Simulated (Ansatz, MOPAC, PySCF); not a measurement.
Noncovalent pair: hydrogen isocyanide (SMILES [C-]#[NH+]) (first 3 atoms) with hydrogen isocyanide (SMILES [C-]#[NH+]); geometry from B3LYP-D3(BJ)/def2-TZVP, rigid monomers moved along the line of their centres of mass till H3···C4 is 3.70 Å.
(charge 0, multiplicity 1):
| atom | x (Å) | y (Å) | z (Å) |
|---|---|---|---|
| C | -0.2166 | 0.3936 | -1.1305 |
| N | -0.1158 | 0.3302 | 0.0263 |
| H | -0.0279 | 0.2747 | 1.0361 |
| C | 0.2909 | 0.0745 | 4.7128 |
| N | 0.3911 | 0.0122 | 5.8654 |
| H | 0.4775 | -0.0415 | 6.8588 |

Monomers are frozen at their geometry in the pair; levels with a basis set take the counterpoise correction. Rows marked so take none.

Cores are frozen in the correlated methods. CBS(a, b) extrapolates the correlation energy as X⁻³ and adds the Hartree–Fock energy of set b. Rows in 6-31G*, STO-3G carry no dispersion term and start afresh at each structure (6-31G* with six Cartesian d functions). MP2/6-31G* freezes PySCF's default core. The state reached by PM3, PM6, PM7 isn't checked; PM7 holds dispersion and hydrogen-bond terms.

The values were computed with Ansatz (Gaussian basis) for Hartree–Fock, density functionals and correlated methods; MOPAC for PM3, PM6, PM7 (differences of heats of formation); PySCF for 6-31G* rows, STO-3G rows, the dispersion terms. 

Other levels give for the interaction energy: PBE/def2-TZVPPD -2.35; B3LYP/def2-TZVPPD -2.15; B3LYP-D3(BJ)/def2-TZVPPD -2.32; wB97M-V/def2-TZVPPD -2.29; CCSD(T)/CBS(aug-cc-pVDZ, aug-cc-pVTZ) -2.41 kcal/mol.

What do these common cheap choices give for the same quantity: PM3, PM6, PM7, HF/STO-3G (no counterpoise), HF/6-31G* (no counterpoise), BP86/6-31G* (no counterpoise), MP2/6-31G*, MP2/6-31G* (no counterpoise)?

PM3 -1.99; PM6 -1.30; PM7 -0.79; HF/STO-3G (no counterpoise) -1.48; HF/6-31G* (no counterpoise) -2.20; BP86/6-31G* (no counterpoise) -2.32; MP2/6-31G* -2.51; MP2/6-31G* (no counterpoise) -2.78 kcal/mol. They span -2.78 to -0.79 kcal/mol.

Ansatz is an electronic-structure program.
